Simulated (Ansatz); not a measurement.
TiOCl2 (TiCl2O), 4 atoms. Hardware: 4 threads of Arm Neoverse V2 on a shared host.

The 6-31G sets use Cartesian d functions. Correlated methods freeze 16 core orbitals; core or outer-core shells of Ti are correlated, in sets that lack core-valence functions.

**Question.** How many basis functions does each of these Ansatz runs have, and roughly what does it cost? B3LYP-D4/6-31G, charge 0 singlet, energy; BLYP-D4/def2-TZVP, charge 0 singlet, energy, from earlier orbitals; PBE-D4/def2-SVP, charge 0 singlet, relaxation, 6 steps; PBE-D4/def2-TZVP, charge 1 doublet at the geometry of the charge 0 singlet, energy, from earlier orbitals; PBE0-D4/def2-SVP, charge 0 singlet, energy, from earlier orbitals; r2SCAN0-D4/def2-TZVP, charge 0 singlet, energy, from earlier orbitals; CCSD(T)/def2-TZVPP, charge 0 singlet, energy, from earlier orbitals; PBE0-D4/def2-SVP, charge 0 singlet, energy with a search over starts; RPA@PBE/def2-TZVP, charge 0 singlet, energy, from earlier orbitals; CAM-B3LYP-D4/def2-TZVP, charge 0 singlet, energy, from earlier orbitals; LDA (SPW92)/def2-TZVP, charge 0 singlet, energy, from earlier orbitals; revPBE-D4/def2-TZVP, charge 0 singlet, energy, from earlier orbitals.

**Answer.** Other jobs shared the machine, so times can vary by a factor of up to 3. A dash marks memory too small to be measured apart from the calling script's.

```json
{"run": "LDA (SPW92)/def2-TZVP, charge 0 singlet, energy, from earlier orbitals", "functions": "150", "fitting or Cholesky vectors": "1076", "wall time": "0.65 s", "peak host memory (GiB)": "–"}
{"run": "B3LYP-D4/6-31G, charge 0 singlet, energy", "functions": "64", "fitting or Cholesky vectors": "760", "wall time": "0.9 s", "peak host memory (GiB)": "–"}
{"run": "PBE0-D4/def2-SVP, charge 0 singlet, energy, from earlier orbitals", "functions": "81", "fitting or Cholesky vectors": "794", "wall time": "0.95 s", "peak host memory (GiB)": "–"}
{"run": "revPBE-D4/def2-TZVP, charge 0 singlet, energy, from earlier orbitals", "functions": "150", "fitting or Cholesky vectors": "1076", "wall time": "1.1 s", "peak host memory (GiB)": "–"}
{"run": "BLYP-D4/def2-TZVP, charge 0 singlet, energy, from earlier orbitals", "functions": "150", "fitting or Cholesky vectors": "1076", "wall time": "1.2 s", "peak host memory (GiB)": "–"}
{"run": "PBE0-D4/def2-SVP, charge 0 singlet, energy with a search over starts", "functions": "81", "fitting or Cholesky vectors": "794", "wall time": "1.2 s", "peak host memory (GiB)": "–"}
{"run": "CAM-B3LYP-D4/def2-TZVP, charge 0 singlet, energy, from earlier orbitals", "functions": "150", "fitting or Cholesky vectors": "1140", "wall time": "1.9 s", "peak host memory (GiB)": "–"}
{"run": "RPA@PBE/def2-TZVP, charge 0 singlet, energy, from earlier orbitals", "functions": "150", "fitting or Cholesky vectors": "1032", "wall time": "2.2 s", "peak host memory (GiB)": "–"}
{"run": "PBE-D4/def2-TZVP, charge 1 doublet at the geometry of the charge 0 singlet, energy, from earlier orbitals", "functions": "150", "fitting or Cholesky vectors": "1076", "wall time": "2.4 s", "peak host memory (GiB)": "–"}
{"run": "r2SCAN0-D4/def2-TZVP, charge 0 singlet, energy, from earlier orbitals", "functions": "150", "fitting or Cholesky vectors": "1153", "wall time": "3.3 s", "peak host memory (GiB)": "–"}
{"run": "PBE-D4/def2-SVP, charge 0 singlet, relaxation, 6 steps", "functions": "81", "fitting or Cholesky vectors": "913", "wall time": "5 s", "peak host memory (GiB)": "–"}
{"run": "CCSD(T)/def2-TZVPP, charge 0 singlet, energy, from earlier orbitals", "functions": "179", "fitting or Cholesky vectors": "1151", "wall time": "41 s", "peak host memory (GiB)": "1.7"}
```
